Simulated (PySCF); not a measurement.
Ti(Br)(SH)3 (BrH₃S₃Ti), SMILES [SH][Ti]([SH])([Br])[SH], multiplicity 1.

The structure is a stationary point at PBE0-D3(BJ)/def2-SVP. The spin state was assumed, not searched. Other conformers were not sampled.

The numbers are results of PySCF with HF/def2-TZVP, not measurements.

Isolated molecule, no solvent.

Computed frontier levels, gap, dipole moment and polarisability:
```yaml
highest_occupied_level: -10.71 eV
lowest_empty_level: 0.81 eV
orbital_gap: 11.52 eV
dipole_moment: 0.210 e·Å
quadrupole, principal values (traceless, Buckingham form, about the centre of nuclear charge): -4.38, -1.55, 5.93 D·Å
mean_static_polarisability: 109.9 bohr³ (16.28 Å³)
polarisability_principal_values: 107.9, 110.3, 111.4 bohr³
```
